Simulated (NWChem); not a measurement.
# Basis-set convergence for H$_{6}$InP

SMILES: P.[InH3]
```xyz
8

In    -0.6208    -0.4305     0.0000
H     -0.2381    -1.2288    -1.5116
H     -0.2381    -1.2288     1.5116
H     -1.7349     0.9217     0.0000
P      1.7139     1.1888     0.0000
H      1.9568     2.1078    -1.0706
H      3.0107     0.5821     0.0000
H      1.9568     2.1078     1.0706
```
Charge 0, spin multiplicity 1.

Program: NWChem. All single points use one geometry, from PBE/def2-SVP with def2 effective core potentials on In, with no frequency check, so it may be a saddle point.

Quantity: first vertical ionisation energy at the level G0W0@PBE.

Effective core potentials replace the inner electrons of In; spin-orbit coupling is left out. GW and range-separated runs recompute their integrals, the others keep them in memory, which bears on the times. The structure started from a generated list of species.

The cost column gives rough processor time relative to def2-SVP; each entry includes its own SCF.

```json
[
 {"basis": "def2-SVP", "functions": "74", "first vertical ionisation energy (eV)": "…", "relative cost": "1"},
 {"basis": "def2-SVPD", "functions": "104", "first vertical ionisation energy (eV)": "…", "relative cost": "under 3"},
 {"basis": "def2-TZVP", "functions": "123", "first vertical ionisation energy (eV)": "9.12", "relative cost": "3"},
 {"basis": "def2-TZVPD", "functions": "153", "first vertical ionisation energy (eV)": "9.14", "relative cost": "6"},
 {"basis": "def2-TZVPP", "functions": "176", "first vertical ionisation energy (eV)": "…", "relative cost": "6"}
]
```

Problem. Fill in the missing entries.

Solution. 
- def2-SVP, first vertical ionisation energy (eV): 8.98
- def2-SVPD, first vertical ionisation energy (eV): 9.06
- def2-TZVPP, first vertical ionisation energy (eV): 9.24
